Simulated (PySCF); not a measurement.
# Ionisation energy of Ge by level of theory

Ge [Ar] 3d10 4s2 4p2 [4p1/2^2, M_J = 0] → Ge⁺ [Ar] 3d10 4s2 4p1 [4p1/2^1, M_J = 1/2], as a difference of total energies. All numbers are calculated (PySCF 2.14, the two-component X2C-1e Hamiltonian, in x2c-QZVPPall-2c (11s10p5d4f1g, 103 functions)). Correlated levels: [Ne] frozen; the 8 highest virtual spinors dropped. "Screened" scales the spin-orbit matrix elements by Boettger's factors to mimic the two-electron term; Breit and QED terms are absent.

```csv
method,ionisation energy (eV)
GHF (spin-free),7.303
GMP2 (spin-free),7.893
GHF (screened spin-orbit),7.233
GMP2 (screened spin-orbit),7.815
```

Q: How much does correlation contribute at GMP2 (screened spin-orbit)?

A: 7.815 − (7.233) = 0.582 eV, measured against GHF (screened spin-orbit).

The spin-free rows relax to the high-spin LS determinant and lack the spin-orbit shift.

Errors of the correlated levels include the incompleteness of this basis and the frozen core.

The labels give the starting determinants; with spin-orbit coupling the two ends relaxed to ⟨J²⟩ = 1.72, ⟨L²⟩ = 2.01, ⟨S²⟩ = 1.99 and ⟨J²⟩ = 0.85, ⟨L²⟩ = 2.04, ⟨S²⟩ = 0.77.

The determinant of Ge mixes levels of different J (the jj label is only the starting occupation), so the difference between spin-free and spin-orbit rows is not the physical spin-orbit shift.

For comparison: 7.899 eV (measured; NIST Atomic Spectra Database, ionization energies).
